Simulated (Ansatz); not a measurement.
Start from `C[O][Ga]([OH])[O]C` and change one atom or group to get `C[O][Ga]([OH])[Cl]`.

Ansatz, PBE0-D4/def2-TZVP geometries, multiplicity 1. Each molecule was computed in one conformer, which needn't be the lowest.

Scalar relativity is left out up to krypton.

```
                                        property  `C[O][Ga]([OH])[O]C`
size of the dipole moment (B3LYP/def2-TZVPP) / D                  0.20
               LUMO energy (PBE/def2-TZVPP) / eV                 -1.71
            HOMO–LUMO gap (PBE0/def2-TZVPP) / eV                  7.08
           HOMO–LUMO gap (B3LYP/def2-TZVPP) / eV                  6.49
              HOMO energy (PBE0/def2-TZVPP) / eV                 -7.82
               HOMO energy (PBE/def2-TZVPP) / eV                 -6.25
```

Q: Give the same properties after the change, and the shifts. (Best estimate.)

A: Ansatz gave: 
```json
{"property": "size of the dipole moment (B3LYP/def2-TZVPP) / D", "`C[O][Ga]([OH])[Cl]`": "1.84", "shift": "1.64"}
{"property": "LUMO energy (PBE/def2-TZVPP) / eV", "`C[O][Ga]([OH])[Cl]`": "-2.09", "shift": "-0.38"}
{"property": "HOMO–LUMO gap (PBE0/def2-TZVPP) / eV", "`C[O][Ga]([OH])[Cl]`": "7.17", "shift": "0.09"}
{"property": "HOMO–LUMO gap (B3LYP/def2-TZVPP) / eV", "`C[O][Ga]([OH])[Cl]`": "6.57", "shift": "0.08"}
{"property": "HOMO energy (PBE0/def2-TZVPP) / eV", "`C[O][Ga]([OH])[Cl]`": "-8.29", "shift": "-0.47"}
{"property": "HOMO energy (PBE/def2-TZVPP) / eV", "`C[O][Ga]([OH])[Cl]`": "-6.72", "shift": "-0.47"}
```

With PBE0 the HOMO falls by 0.47 eV and the LUMO falls by 0.39 eV, so the gap widens by about 0.08 eV. PBE moves the HOMO by -0.47 eV and ωB97M-V by -0.46 eV. Dipoles are sizes alone; their direction can turn.

B3LYP here is the variant with VWN-RPA as its local correlation; programs differ in this.
